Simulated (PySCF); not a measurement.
C₄H₄, SMILES C=C1C=C1. Atoms are numbered in the order given.

```xyz
8

C      0.0000     0.0000     1.5957
C      0.0000     0.0000     0.2626
C      0.0000     0.6616    -1.0217
C      0.0000    -0.6616    -1.0217
H      0.0000    -0.9376     2.1554
H      0.0000     0.9376     2.1554
H      0.0000     1.5835    -1.6001
H      0.0000    -1.5835    -1.6001
```
Charge 0, spin multiplicity 1.

Geometry: B3LYP-D3(BJ)/def2-SVP.

Method: PySCF with B3LYP/pcJ-1.

Isotropic couplings with Fermi-contact, spin-dipole and both spin-orbit terms, one fixed conformer, no vibrational averaging. Isotopes: 13C, 1H.

Computed spin–spin coupling constants:
| pair | bonds apart | J (Hz) |
|---|---|---|
| C1–C2 | 1 | 114.1 |
| C1–H5 | 1 | 176.1 |
| C1–H6 | 1 | 176.1 |
| C2–C3 | 1 | 24.9 |
| C2–C4 | 1 | 24.9 |
| C3–C4 | 1 | 45.8 |
| C3–H7 | 1 | 237.5 |
| C4–H8 | 1 | 237.5 |
| C1–C3 | 2 | -2.9 |
| C1–C4 | 2 | -2.9 |
| C2–H5 | 2 | 1.1 |
| C2–H6 | 2 | 1.1 |
| C2–H7 | 2 | 3.1 |
| C2–H8 | 2 | 3.1 |
| C3–H8 | 2 | -2.6 |
| C4–H7 | 2 | -2.6 |
| H5–H6 | 2 | -0.4 |
| C1–H7 | 3 | -2.0 |
| C1–H8 | 3 | -2.0 |
| C3–H5 | 3 | 13.5 |
| C3–H6 | 3 | 6.2 |
| C4–H5 | 3 | 6.2 |
| C4–H6 | 3 | 13.5 |
| H7–H8 | 3 | 2.2 |
| H5–H7 | 4 | 1.7 |
| H5–H8 | 4 | 3.1 |
| H6–H7 | 4 | 3.1 |
| H6–H8 | 4 | 1.7 |
